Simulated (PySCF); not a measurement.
SMILES C1[C]2C=CC1C=C2 (C₇H₇), doublet, PBE0/def2-SVP optimised geometry.

```
14

C     -1.16    -0.72    -1.08
C     -1.16     0.33    -0.23
C      0.31     0.72     0.00
C      0.90     1.20    -1.34
C      0.89     0.16    -2.18
C      0.30    -0.97    -1.37
C      0.92    -0.72     0.00
H     -2.02    -1.22    -1.53
H     -2.02     0.87     0.17
H      0.50     1.36     0.87
H      1.19     2.23    -1.55
H      1.16     0.13    -3.23
H      2.02    -0.72     0.00
H      0.52    -1.36     0.80
```

Density from unrestricted PBE0/def2-TZVP in PySCF 2.14.0 at that geometry.

Minimum of the electron density along straight lines between bonded atoms, close to the bond critical point (lines longer than 1.1 times the sum of covalent radii, or with two minima, are not listed):

| bond | length / Å | ρ at the minimum / e bohr⁻³ | ∇²ρ there / e bohr⁻⁵ | position (fraction from the first atom) |
|---|---|---|---|---|
| C1–C2 | 1.341 | 0.345 | -1.01 | 0.50 |
| C2–C3 | 1.539 | 0.240 | -0.57 | 0.50 |
| C3–C4 | 1.539 | 0.240 | -0.57 | 0.50 |
| C4–C5 | 1.341 | 0.345 | -1.01 | 0.50 |
| C1–C6 | 1.511 | 0.251 | -0.61 | 0.50 |
| C5–C6 | 1.511 | 0.251 | -0.61 | 0.50 |
| C3–C7 | 1.563 | 0.227 | -0.50 | 0.50 |
| C6–C7 | 1.524 | 0.248 | -0.60 | 0.50 |
| C1–H8 | 1.091 | 0.279 | -0.98 | 0.65 |
| C2–H9 | 1.092 | 0.278 | -0.97 | 0.65 |
| C3–H10 | 1.099 | 0.277 | -0.96 | 0.64 |
| C4–H11 | 1.092 | 0.278 | -0.97 | 0.65 |
| C5–H12 | 1.091 | 0.279 | -0.98 | 0.65 |
| C7–H13 | 1.100 | 0.277 | -0.96 | 0.64 |
| C7–H14 | 1.100 | 0.277 | -0.96 | 0.64 |
